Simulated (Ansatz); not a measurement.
Born–Oppenheimer molecular dynamics of CH$_{6}$BNO (10 atoms, charge 0, multiplicity 1). It goes on from the last frame of an earlier run, with new velocities.

Computed with RHF/def2-SVP (Ansatz 0.2.0).

```
ensemble                      : NVE (velocity Verlet)
time step                     : 0.5 fs
steps asked                   : 250
starting velocities drawn for : 1000 K
seed                          : 471872
```

First frame:

```xyz
10
Properties=species:S:1:pos:R:3
B 0.128 0.251 0.025
O 0.396 0.158 1.375
H -0.253 0.405 2.046
N 1.247 0.131 -0.802
H 2.148 -0.029 -0.461
H 1.101 -0.074 -1.774
C -1.344 0.277 -0.522
H -1.782 -0.707 -0.274
H -1.920 1.025 -0.002
H -1.378 0.470 -1.594
```

(1) How far do the bonds stretch over the last three quarters of this one trajectory? (Pairs bonded in most of those frames.)

Answers

(1) 
```csv
bond,mean (Å),spread (Å),shortest,longest
B1–O2,1.377,0.039,1.31,1.44
B1–N4,1.416,0.015,1.38,1.45
B1–C7,1.598,0.039,1.54,1.68
O2–H3,0.962,0.075,0.85,1.06
N4–H5,1.011,0.051,0.94,1.08
N4–H6,1.009,0.054,0.93,1.08
C7–H8,1.096,0.020,1.05,1.13
C7–H9,1.098,0.024,1.06,1.14
C7–H10,1.095,0.020,1.06,1.13
```

Mean temperature of the second half: 572 K. The conserved energy stayed within 2.5 meV per atom of its start (net change 1.1 meV per atom), so the integration is sound. Over the second half the temperature averaged 0.57 of the 1000 K drawn at the start: a run that starts near a minimum puts about half its kinetic energy into the potential. A run of 0.12 ps of so small a system gives no equilibrium averages.

Run time: 2.3 min on 2 threads of Arm Neoverse V2 (shared host), peak memory 0.14 GiB.
